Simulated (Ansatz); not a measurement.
`C[SiH]([AlH2])Cl` + HCl → `C[SiH](Cl)Cl` + `[AlH3]`  (cleavage of the Si–Al bond)

Isolated molecules relaxed with PBE0-D4/def2-TZVP in Ansatz; ΔE leaves out vibrations. CBS: MP2 limit from def2 TZ/QZ plus the TZ coupled-cluster correction, frozen cores. This one scheme is used for every species. Functionals use def2-TZVPP.

| level | ΔE (kcal/mol) |
| --- | --- |
| PBE0-D4 | -23.5 |
| HF/def2-QZVPP | -29.1 |

What does CCSD(T)/CBS give? (Best estimate.)

Ansatz gave: -25.6 kcal/mol. The listed levels differ from it by 2.1, -3.5 kcal/mol.

Largest T1 diagnostic among the species: 0.010.

Leaving LDA and LC-ωPBE aside and taking each functional with its dispersion term where it has one, the values, not all of them listed here, spread over 6.9 kcal/mol, from B97M-V to PBE-D4. From PBE to PBE0 (25 % exact exchange), in def2-TZVPP and without D4, ΔE moves by −1.4 kcal/mol. In def2-TZVPP, CCSD(T) changes the Hartree–Fock value by +4.1 kcal/mol (the triples alone add +0.3 kcal/mol) and MP2 by +1.2 kcal/mol.
